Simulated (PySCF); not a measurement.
Level sweep

Species: C₂H₉NSi₂.
Z-matrix (Å and degrees, PBE0-D3(BJ)/def2-SVP geometry), rows numbered from 1:
```
C 
C   1  1.3378
Si  2  1.8704  1  122.25
N   3  1.7429  2  111.38  1    -2.52
Si  4  1.7393  3  128.79  2    99.75
H   1  1.0958  2  122.52  3   179.45
H   1  1.0968  2  121.01  3    -0.74
H   2  1.0989  1  118.41  3  -179.13
H   3  1.4975  2  108.76  1  -123.54
H   3  1.4946  2  110.43  1   117.56
H   4  1.0169  3  115.24  2   -80.66
H   5  1.4979  4  113.03  3   110.87
H   5  1.4921  4  107.46  3    -9.09
H   5  1.4973  4  111.09  3  -128.82
```

PySCF, dipoles from the SCF density, polarisabilities from static response with core orbitals frozen. One conformer (not necessarily the lowest) at the PBE0-D3(BJ)/def2-SVP geometry, without solvent, vibrations or thermal averaging.

**Question.** Compare the levels for these properties.

**Answer.** 

```
              level  μ (D)  α (Å³)  anisotropy (Å³)
      LDA/def2-SVPD  0.995   13.58             3.80
      PBE/def2-SVPD  1.033   13.28             3.73
    B3LYP/def2-SVPD  1.028   12.86             3.42
     PBE0/def2-SVPD  1.044   12.79             3.42
BHandHLYP/def2-SVPD  1.039   12.40             3.17
CAM-B3LYP/def2-SVPD  1.022   12.66             3.27
  wB97X-D/def2-SVPD  1.048   12.69             3.24
  LC-wPBE/def2-SVPD  1.051   12.39             3.15
       HF/def2-SVPD  1.111   11.95             2.95
        PBE0/6-31G*  1.153   10.25             3.84
       PBE0/6-31+G*  1.048   11.74             3.40
      PBE0/def2-SVP  1.074   11.03             3.75
   PBE0/aug-cc-pVDZ  1.010   13.10             3.44
     PBE0/def2-TZVP  1.108   12.23             3.65
    PBE0/def2-TZVPD  1.059   12.97             3.42
```

The anisotropy is √(½[(α1 − α2)² + (α2 − α3)² + (α3 − α1)²]). The dipole runs from 0.99 D (LDA/def2-SVPD) to 1.15 D (PBE0/6-31G*). No reference polarisability is at hand; against PBE0 in the largest diffuse basis at hand (def2-TZVPD) the other PBE0 rows deviate by 6-31G* -21%, 6-31+G* -10%, def2-SVP -15%, def2-SVPD -1%, aug-cc-pVDZ +1%, def2-TZVP -6%. In one basis (def2-SVPD) the functionals order the polarisability from HF (lowest) to LDA (highest), a spread of 14%. With PBE0 the polarisability is 11.17 Å³ without diffuse functions (mean of 6-31G*, def2-SVP and def2-TZVP) and 12.65 Å³ with them (mean of 6-31+G*, def2-SVPD, aug-cc-pVDZ and def2-TZVPD).
